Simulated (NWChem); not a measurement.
System: PbHOCl, singlet; SMILES [OH][Pb][Cl]

```xyz
4

Pb     0.2382     0.3349     0.0000
Cl    -0.1749    -2.1355     0.0000
O     -1.8294     0.8738     0.0000
H     -1.9199     1.8488     0.0000
```
Atoms are numbered in this order, from 1.

Computed with NWChem. Low-valent species are run as closed-shell singlets; no triplet was tried in these runs. Geometry: optimised at PBE-D3(BJ)/def2-SVP. def2 effective core potentials on Pb; no spin-orbit coupling. Total energies of different functionals are on different scales.

| level | energy (Ha) | highest occupied level (eV) | orbital gap (eV) | dipole (D) |
|---|---|---|---|---|
| B3LYP/def2-SVP | -728.8391 | -7.26 | 4.51 | 5.16 |
| PBE/def2-SVP | -728.5251 | -6.25 | 3.13 | 4.87 |
| PW6B95/def2-SVP | -729.2815 | ? | ? | 5.37 |
| OLYP/def2-SVP | -728.9735 | -6.08 | 3.21 | 5.08 |
| LC-BLYP (range parameter 0.33 per bohr)/def2-SVP | -728.1631 | -9.57 | 8.79 | 5.29 |
| PBE0/def2-SVP | -728.5233 | -7.53 | 4.99 | 5.37 |
| CAM-B3LYP/def2-SVP | -728.7076 | -8.74 | 7.09 | 5.39 |
| MPW1K/def2-SVP | -728.7903 | -8.47 | 6.34 | 5.71 |
| PW91/def2-SVP | -728.8349 | -6.30 | 3.12 | 4.86 |
| BP86/def2-SVP | -728.9585 | -6.37 | 3.12 | 4.87 |

Task: Fill in the missing entries.

Result: 
- PW6B95/def2-SVP, highest occupied level (eV): -7.59
- PW6B95/def2-SVP, orbital gap (eV): 5.09
